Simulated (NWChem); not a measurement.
Species: GeBr cation, singlet

```xyz
2

Ge     0.0000     0.0000    -1.1674
Br     0.0000     0.0000     1.0676
```
Atoms are numbered in this order, from 1.

Low-valent species are run as closed-shell singlets; no triplet was tried in these runs. The geometry was optimised at B3LYP/6-31G* (spherical d).

Question: List the 4 lowest vertical singlet excitations from PBE/def2-SVP, TDA (NWChem).

Answer: 
```tsv
state	energy (eV)	oscillator strength	leading excitation (squared amplitude)
S1	4.00	0.000	HOMO → LUMO (0.50)
S2	4.20	0.000	HOMO−1 → LUMO (0.50)
S3	4.20	0.000	HOMO−1 → LUMO+1 (0.50)
S4	4.79	0.023	HOMO−2 → LUMO (0.98)
```
